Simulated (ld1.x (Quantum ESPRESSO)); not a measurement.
# rhodium (Rh): TM pseudisation with PBEsol, scalar-relativistic reference atom.

| Item | Value |
| --- | --- |
| Element | rhodium (Rh) |
| Generator | ld1.x (Quantum ESPRESSO) 7.5 |
| Type | norm-conserving Troullier–Martins (Kleinman–Bylander form) |
| Functional | PBEsol |
| Relativity | scalar-relativistic |
| Frozen core | [Kr] |
| Valence charge | 9 |
| Reference configuration | 4d8 5s0.75 5p0.25 |
| Partial waves | 5p (bound): rc 3.35 bohr; 4d (bound): rc 1.20 bohr; 5s (bound): rc 2.75 bohr |
| Local potential | the s channel |
| Core correction | none |

All-electron outer shells of the reference configuration (PBEsol, scalar-relativistic, ld1.x):

```
shell  level (eV)  outermost node (bohr)  outermost maximum (bohr)
   4s      -82.91                   0.47                      0.88
   4p      -50.86                   0.47                      0.94
   4d       -6.42                   0.46                      1.15
   5s       -4.66                   1.19                      2.63
   5p       -1.06                   1.35                      3.78
```

Results:

| Property | Result |
| --- | --- |
| Cutoffs needed | 70 Ry and 90 Ry (the cutoffs (Ry, on a coarse ladder) from which the occupation-weighted sum of valence levels, in a spherical-Bessel basis at the reference potential, stays within 10 and 1 mRy of its value at 400 Ry) |
| Ghost test | no extra level below or beside the all-electron valence levels (p, d, s, f tested) (spherical-Bessel basis up to 400 Ry, 20 bohr box) |
| Largest excitation error | -1315 meV (all-electron minus pseudo) for 4d5 5s0 5p0, out of 7 test configurations |

Generation and tests took about 3.1 s on one core of a shared server CPU.
